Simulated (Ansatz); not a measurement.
CH8BGaSi. The species carries charge 0 and has multiplicity 1. The bonds changed during the relaxation, so this is another structure than the one it started from. The structure was optimised at the PBE0-D4/def2-TZVP level.

```xyz
12

B    -1.397    0.492   -0.352
Si    0.552   -0.100   -0.546
C     1.090   -1.044    0.983
Ga   -0.619    2.555   -0.528
H    -1.988   -0.552   -0.241
H    -1.841    1.118   -1.330
H     0.654   -0.947   -1.768
H     0.407   -1.874    1.173
H     1.079   -0.392    1.860
H     2.099   -1.444    0.867
H     1.571    0.993   -0.770
H    -1.609    1.197    0.652
```

Problem. What is the dipole moment at ωB97M-V/def2-TZVPP? (An estimate is asked.)

Solution. Ansatz gave: 1.49 D, with components (0.40, 1.36, 0.46) D in this frame, pointing from negative to positive charge.

Problem. And with PBE, r2SCAN, B3LYP? (An estimate is asked.)

Solution. Ansatz gave: PBE 1.29 D, r2SCAN 1.18 D, B3LYP 1.49 D.

Problem. Give the Mulliken charges with ωB97M-V, PBE, B3LYP in def2-TZVPP. (An estimate is asked.)

Solution. Computed: 
| atom | ωB97M-V | PBE | B3LYP |
| --- | --- | --- | --- |
| B1 | -0.36 | -0.18 | -0.15 |
| Si2 | 0.09 | 0.09 | 0.16 |
| C3 | -0.45 | -0.37 | -0.39 |
| Ga4 | 0.23 | 0.20 | 0.23 |
| H5 | 0.11 | 0.05 | 0.05 |
| H6 | 0.05 | 0.01 | -0.01 |
| H7 | -0.04 | -0.07 | -0.09 |
| H8 | 0.12 | 0.11 | 0.11 |
| H9 | 0.11 | 0.10 | 0.10 |
| H10 | 0.12 | 0.11 | 0.10 |
| H11 | -0.04 | -0.07 | -0.10 |
| H12 | 0.05 | 0.01 | -0.01 |

B3LYP here is the variant with VWN-RPA as its local correlation; programs differ in this.
